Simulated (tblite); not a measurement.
Run record: tight-binding relaxation, `C#C/C(OC)=[C](/C)[AlH2]`.

Computed with GFN2-xTB geometry optimisation, gas phase (tblite 0.8.0). Start geometry: from a force field or distance geometry. A driver script takes a list of jobs; this job's settings line and coordinates (Å) are shown.

Command:
```bash
OMP_NUM_THREADS=1 python probes_run.py task.json out
```

Input:
```
{"job": {"kind": "relax", "xc": "GFN2-xTB", "basis": "xTB"}, "charge": 0, "multiplicity": 1}
C     -0.927500     2.619300     0.170900
C     -0.452300     1.528000     0.072900
C      0.154700     0.202000    -0.022100
O      1.522700     0.085600    -0.269100
C      2.404700     1.184600    -0.397200
C     -0.609000    -0.908200     0.093300
C      0.038900    -2.259100    -0.024500
Al    -2.575800    -0.875800     0.436900
H     -1.360400     3.582900     0.251300
H      3.430500     0.810300    -0.577300
H      2.094000     1.807200    -1.272400
H      2.398100     1.796000     0.523200
H     -0.709100    -3.077500     0.111100
H      0.514600    -2.371200    -1.022900
H      0.810900    -2.371600     0.767100
H     -3.358100     0.510900     0.584100
H     -3.384000    -2.251300     0.565000
```

Output:
```
step      E/eV     max force
  0    -610.96052    2.219
  1    -610.96627    4.178
  2    -611.05595    0.680
  3    -611.08065    0.573
  4    -611.10793    0.649
  5    -611.12280    0.230
  6    -611.13045    0.208
  7    -611.13767    0.196
  8    -611.14178    0.185
  9    -611.14483    0.136
... (35 lines left out)
 45    -611.17118    0.020
 46    -611.17123    0.021
 47    -611.17128    0.018
 48    -611.17130    0.017
 49    -611.17132    0.016
 50    -611.17136    0.018
 51    -611.17142    0.027
 52    -611.17148    0.027
 53    -611.17153    0.015
 54    -611.17155    0.008
```

«max force» is the largest atomic force in eV/Å.

**Question.** From which step on does the largest force stay under 0.1 eV/Å, and how much energy is left to gain from there?

**Answer.** From step 15 (0.077 eV/Å), 13.0 meV above the end.

Summary of the converged run: energy lowered by 4.9 kcal/mol over 54 steps; largest atomic force 0.008 eV/Å at the end.

**Question.** Where do the atoms end?

**Answer.** 0.116 Å rms from the input after alignment:
```
atom  x, y, z in Å
C1    -0.8217    2.5575    0.1515
C2    -0.3841    1.4387    0.0709
C3     0.2185    0.1563   -0.0374
O4     1.5635    0.0527   -0.2658
C5     2.2958    1.2460   -0.3852
C6    -0.5690   -0.9381    0.0896
C7     0.0305   -2.3177   -0.0192
Al8   -2.5090   -0.7751    0.4241
H9    -1.2518    3.5118    0.2300
H10    3.3284    0.9486   -0.5632
H11    1.9397    1.8531   -1.2240
H12    2.2394    1.8444    0.5301
H13   -0.7558   -3.0667    0.1126
H14    0.4986   -2.4636   -0.9928
H15    0.7952   -2.4701    0.7423
H16   -3.3204    0.5360    0.5740
H17   -3.3046   -2.1018    0.5526
```

Time: 0.42 s wall. Hardware: one thread of an Intel Xeon Platinum 8488C, on a shared host.
Labels such as C1 count atoms from 1, the log's own numbers from 0.
